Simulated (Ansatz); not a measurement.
Cost and result for the atomization energy of CH$_{5}$FGeOSi (`F[C@@H]1[O][Ge@H]1[SiH3]`) (10 atoms, 10 bonds).

Z-matrix (Å, degrees):
```
C
O 1 1.353
Ge 1 1.938 2 67.2
F 1 1.360 2 114.5 3 -112.8
H 1 1.092 2 117.4 3 117.5
Si 3 2.369 1 122.9 2 80.8
H 3 1.533 1 114.9 2 -88.1
H 6 1.483 3 107.6 1 11.0
H 6 1.485 3 110.3 1 -109.4
H 6 1.485 3 108.7 1 130.2
```

The species carries charge 0 and has multiplicity 1. Correlated methods include outer-core shells of Ge, which these sets cover unevenly. Scalar relativity is left out up to krypton. The structure was optimised at the PBE0-D4/def2-TZVP level. Program: Ansatz. All runs use 4 threads of an Arm Neoverse V1 on a shared host. Times are those of one run each, without the atoms' runs, and a repeat can differ threefold. Electronic energies, without spin–orbit coupling; frozen cores. CCSD(T)/CBS adds CCSD(T) − MP2 in def2-TZVPP to the MP2 limit, and its time is that of the two runs behind it. T1 = 0.016. With those shells the extrapolation isn't a true limit. B3LYP takes the VWN-RPA correlation (the form of Gaussian; ORCA's B3LYP/G).

CCSD(T)/CBS is a level of theory with its own doubt, some kJ/mol a heavy atom from the limit and from the frozen cores, so smaller differences don't rank the functionals.

```csv
level,functions,atomization (kcal/mol),difference from CCSD(T)/CBS,per bond
CCSD(T)/CBS(def2),–,777.1,0.0,0.0
MP2/def2-QZVPP,480,781.6,4.5,0.5
PBE0-D4/def2-TZVPP,253,770.9,-6.2,-0.6
B3LYP-D4/def2-TZVPP (with forces),253,770.0,-7.1,-0.7
ωB97X-V/def2-TZVPP,253,779.7,2.6,0.3
ωB97M-V/def2-TZVPP (with forces),253,772.6,-4.5,-0.5
B2PLYP/def2-TZVPP,253,763.1,-14.0,-1.4
CCSD(T)/def2-TZVPP,253,755.1,-22.0,-2.2
PBE-D4/def2-TZVPP (with forces),253,792.9,15.8,1.6
r2SCAN-D4/def2-TZVPP (with forces),253,780.8,3.7,0.4
```

(1) Order the runs by time, with rough figures. (Estimate.)

Results:

(1) Ansatz gave: PBE-D4/def2-TZVPP (with forces) 2.9 s; PBE0-D4/def2-TZVPP 3.7 s; r2SCAN-D4/def2-TZVPP (with forces) 6 s; B3LYP-D4/def2-TZVPP (with forces) 6 s; B2PLYP/def2-TZVPP 7 s; ωB97X-V/def2-TZVPP 9.5 s; ωB97M-V/def2-TZVPP (with forces) 15 s; MP2/def2-QZVPP 28 s; CCSD(T)/def2-TZVPP 4.6 min; CCSD(T)/CBS(def2) 5.1 min.

From PBE to PBE0 (25 % exact exchange), in def2-TZVPP and without D4, the atomization energy moves by −21.3 kcal/mol: exact exchange takes away binding that semilocal exchange gives to molecules. In def2-TZVPP, CCSD(T) changes the Hartree–Fock value by +230.1 kcal/mol (the triples alone add +15.9 kcal/mol) and MP2 by +243.6 kcal/mol; breaking electron pairs costs correlation energy, which Hartree–Fock lacks. The D4 term adds +7.9 kcal/mol with B3LYP and +4.1 kcal/mol with PBE0; it sums over pairs of atoms, weighted by their polarisabilities, and B3LYP, whose exchange is more repulsive, gets the larger term.
